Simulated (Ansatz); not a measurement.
Program: Ansatz. Geometries: PBE0-D4/def2-TZVP. ΔE: electronic, gas phase. CCSD(T)/CBS adds triple-zeta CCSD(T) − MP2 to the extrapolated MP2 energy (def2 sets, frozen cores). DFT in def2-TZVPP. B3LYP here is the variant with VWN-RPA as its local correlation; programs differ in this. def2 core potentials past Kr. For Te outer-core shells are correlated without core-valence functions, which leaves a few kJ/mol of doubt a bond. Each species was taken in one conformer, which may not be the lowest.

Reaction (redistribution): `C=N[SiH2]N1BC1` + `CC[TeH]` → `C=N[SiH2][TeH]` + `CCN1BC1`

Task: Is it downhill or uphill in electronic energy at CCSD(T)/CBS, and by how much? (An estimate is asked.)

Result: The calculation gave: Uphill: ΔE = +20.9 kJ/mol.

Task: What do these levels give: r2SCAN-D4, PBE0-D4, ωB97X-V, ωB97M-V, PBE, r2SCAN, B3LYP, SCS-MP2/def2-TZVPP, HF/def2-QZVPP, MP2/def2-QZVPP, HF/CBS(def2), CCSD/CBS(def2)? (Best estimate.)

Result: The calculation gave: r2SCAN-D4 12.2, PBE0-D4 3.5, ωB97X-V 14.6, ωB97M-V 17.1, PBE 0.3, r2SCAN 12.1, B3LYP 15.7, SCS-MP2/def2-TZVPP 25.6, HF/def2-QZVPP 28.3, MP2/def2-QZVPP 21.7, HF/CBS(def2) 28.5, CCSD/CBS(def2) 22.0 kJ/mol.

Largest T1 diagnostic among the species: 0.014.

In def2-TZVPP, CCSD(T) changes the Hartree–Fock value by −4.5 kJ/mol (the triples alone add −1.0 kJ/mol) and MP2 by −4.8 kJ/mol.
